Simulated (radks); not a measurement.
Results of a calculation; reference values are marked as such.
All-electron atom: a nucleus of charge 8.5 with 6 electrons in [He] 2s2 2p2.

Code: a radial shooting solver on a logarithmic mesh with Libxc functionals. Model: Dirac Kohn-Sham, PBEsol, spin-unpolarised, spherical densities, finite nucleus; open shells fill j = l - 1/2 first; Fermi nuclear charge, rms radius 2.6991 fm.

Energy parts (hartree):
total: -83.63917
kinetic: 83.60954
electron-nucleus: -188.64373
Hartree: 28.95027
exchange-correlation: -7.55525

Orbitals (lengths in bohr, moments of r in powers of bohr; r(90%) holds 90 % of the orbital's charge):
orbital  occ.  eigenvalue (hartree)  r(90%)  small-component weight
1s1/2       2             -23.66235   0.335                8.77e-04
2s1/2       2              -2.70658    1.48                1.24e-04
2p1/2       2              -2.09526    1.50                1.11e-04
2p3/2       0              -2.09255    1.50                1.11e-04

The highest occupied level is 2p1/2 at -57.015 eV. The electron density at the nucleus is 392.5 e/bohr^3. The density falls to 0.001 e/bohr^3 at r = 2.40 bohr.
